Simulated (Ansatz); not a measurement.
`B[SiH](C)B[SiH3]` + `B1N[SiH2]1` → `BN1B[SiH2]1` + `C[SiH2]B[SiH3]`  (cleavage of the B–Si bond)

Computed with Ansatz on PBE0-D4/def2-TZVP structures; ΔE is electronic, products minus reactants. CCSD(T)/CBS is the MP2 limit (def2-TZVPP, def2-QZVPP) plus CCSD(T) − MP2 in def2-TZVPP, frozen cores. DFT in def2-TZVPP. B3LYP here is the variant with VWN-RPA as its local correlation; programs differ in this. One conformer a species, not always the lowest.

```csv
level,ΔE (kJ/mol),difference from CCSD(T)/CBS
PBE-D4,-91.2,13.6
PBE0-D4,-98.4,6.4
B3LYP-D4,-109.1,-4.3
ωB97X-V,-106.8,-2.0
PBE,-92.1,12.7
r2SCAN,-99.6,5.2
PBE0,-99.4,5.4
B3LYP,-110.5,-5.7
HF/def2-TZVPP,-130.1,-25.3
CCSD(T)/def2-TZVPP,-105.7,-0.9
HF/def2-QZVPP,-130.6,-25.8
MP2/def2-QZVPP,-112.7,-7.9
SCS-MP2/def2-QZVPP,-115.2,-10.4
HF/CBS(def2),-130.6,-25.8
MP2/CBS(def2),-112.1,-7.3
CCSD/CBS(def2),-107.6,-2.8
CCSD(T)/CBS,-104.8,0
```

Largest T1 diagnostic among the species: 0.015.

From PBE to PBE0 (25 % exact exchange), in def2-TZVPP and without D4, ΔE moves by −7.3 kJ/mol. In def2-TZVPP, CCSD(T) changes the Hartree–Fock value by +24.4 kJ/mol (the triples alone add +2.8 kJ/mol) and MP2 by +17.1 kJ/mol.
